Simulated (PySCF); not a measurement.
C3H3ClF2, SMILES F[C@@H]1[C@H](F)[C@H]1Cl. Atoms are numbered in the order given.

```xyz
9

F     -1.6378     0.2003     1.3939
C     -0.6303    -0.4381     0.7525
C     -0.6303    -0.4381    -0.7525
F     -1.6378     0.2003    -1.3939
C      0.3552     0.4091     0.0000
Cl     2.0779     0.0223     0.0000
H     -0.2738    -1.3308     1.2785
H     -0.2738    -1.3308    -1.2785
H      0.1372     1.4814     0.0000
```

Geometry: B3LYP-D3(BJ)/def2-SVP. The structure was generated by enumeration; whether it is a known compound was not checked.

Two levels are set side by side: PBE/pcSseg-1 (PySCF) and HF/pcSseg-1 (PySCF). GIAO shifts against CFCl3 (¹⁹F), HCl (³⁵Cl), TMS (¹H), TMS (¹³C) at the same level; non-relativistic, no solvent, atoms listed together averaged. Without spin–orbit terms, shifts of atoms bonded to Cl or Br come out too high at both levels. Differences are taken from unrounded values.

```csv
quantity,HF,PBE,PBE minus HF
"δ(¹⁹F) of F1, F4 (ppm)",-209.3,-266.2,-56.9
"δ(¹³C) of C2, C3 (ppm)",68.6,84.2,15.6
δ(¹³C) of C5 (ppm),34.9,45.2,10.4
δ(³⁵Cl) of Cl6 (ppm),62.5,141.1,78.6
"δ(¹H) of H7, H8 (ppm)",4.31,4.49,0.18
δ(¹H) of H9 (ppm),3.67,3.52,-0.15
```

Rough cost on one machine, each run with all the roots and properties that it gave: HF against PBE within a factor of 2.
